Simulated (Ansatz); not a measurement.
**Worked example: the enthalpy of ICl + SiH4 → SiH3Cl + HI**

Species: ICl (iodine monochloride), singlet; SiH4 (silane) `[SiH4]`, singlet; SiH3Cl (chlorosilane) `[SiH3]Cl`, singlet; HI (hydrogen iodide), singlet. The partners trade I for SiH3: Cl–I and H–SiH3 bonds give way to Cl–SiH3 and H–I.

Shapes, held fixed at every level: PBE0-D4/def2-TZVP. Programs: Ansatz 0.2.0. The zero-point and thermal terms to 298 K, harmonic and unscaled (PBE0-D4/def2-TZVP), stand in the table.

At HF/def2-TZVPP; 1 Eh = 2625.50 kJ/mol:

| species | energy (Eh) | H(298 K) − E (kJ/mol) | tabulated ΔfH (kJ/mol) |
| --- | --- | --- | --- |
| ICl | -756.165674 | 11.9 | +17.4 |
| SiH4 | -291.258378 | 92.1 | +34.3 |
| SiH3Cl | -750.248231 | 80.1 | -141.8 |
| HI | -297.242570 | 22.7 | +26.5 |

Task: Work out the reaction enthalpy at 298 K from the calculation and from the table of heats.

Result: 
1. Electronic: (-750.248231) + (-297.242570) − [(-756.165674) + (-291.258378)] = -0.066749 Eh = -175.2 kJ/mol.
2. Zero-point and thermal: (80.1) + (22.7) − [(11.9) + (92.1)] = -1.2 kJ/mol.
3. Computed ΔH = -176.4 kJ/mol.
4. From the heats of formation (Active Thermochemical Tables, NIST-JANAF tables): (-141.8) + (26.5) − [(17.4) + (34.3)] = -167.0 kJ/mol.
5. Computed less tabulated: -9.4 kJ/mol. Tabulated heats carry uncertainties of their own.

For atoms past krypton def2 sets carry core potentials with scalar relativity.
